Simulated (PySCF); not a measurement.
C7H8FN.
Numbering: `[CH3:1]/[CH:2]=[C:3]([C:4]#[N:5])/[CH:6]=[C:7](/[CH3:8])[F:9]` (hydrogens: H10, H11, H12 on C1; H13 on C2; H14 on C6; H15, H16, H17 on C8)

All values: B3LYP/def2-SVPD (PySCF, non-relativistic), on one gas-phase PBE0-D3(BJ)/def2-SVP geometry that isn't relaxed in the solvent. The solvent is an IEF-PCM continuum (Bondi radii, 1.10 Å for H, scaled by 1.2). The model holds no explicit solvent molecules, cavitation or dispersion.

Gas phase at B3LYP/def2-SVPD: HOMO -6.59 eV, LUMO -1.74 eV, dipole 5.29 D.

Q: What does the continuum do to the energy, the frontier levels and the dipole at B3LYP/def2-SVPD in tetrahydrofuran and dimethylsulfoxide?

A: 
```csv
solvent,ε,E(solvent) − E(gas) (kcal/mol),polarisation term (kcal/mol),distortion of the solute (kcal/mol),HOMO (eV),LUMO (eV),dipole (D)
tetrahydrofuran,7.426,-6.59,-8.15,1.56,-6.45,-1.66,6.90
dimethylsulfoxide,46.83,-8.07,-10.48,2.41,-6.43,-1.66,7.30
```

The first energy column is the sum of the next two and covers electrostatics alone. From tetrahydrofuran to dimethylsulfoxide the lowering changes by a factor 1.22, Onsager's factor (ε − 1)/(2ε + 1) by 1.19 and ε itself by 6.3.

Q: Which radius a makes the point-dipole formula ΔE = −[(ε − 1)/(2ε + 1)]·μ²/a³ give the value in dimethylsulfoxide, with the gas-phase dipole?

A: μ = 2.083 au and |ΔE| = 0.01286 Eh give a = 2.89 Å; the farthest nucleus lies 3.93 Å from the centroid of the nuclei, so such a sphere wouldn't even hold the nuclei. The formula assumes a rigid point dipole at the centre of a sphere.

Q: How does the static polarisability (B3LYP/def2-SVPD, frozen core, with the continuum's full static response) change?

A: 
| medium | isotropic (au) | principal values (au) | ⟨r²⟩ of the electrons (bohr²) |
| --- | --- | --- | --- |
| gas | 99.3 | 60.2, 94.2, 143.3 | 1486.1 |
| tetrahydrofuran | 128.0 | 77.1, 122.5, 184.5 | 1485.1 |
| dimethylsulfoxide | 135.5 | 82.9, 129.7, 194.0 | 1485.0 |

The isotropic value in dimethylsulfoxide is 1.37 times the gas-phase one; no cavity-field correction is applied. ⟨r²⟩ is taken about the centre of nuclear charge.

Shape of the structure used: `[CH3:1]/[CH:2]=[C:3]([C:4]#[N:5])/[CH:6]=[C:7](/[CH3:8])[F:9]`: C2–C3–C6–C7 180°.
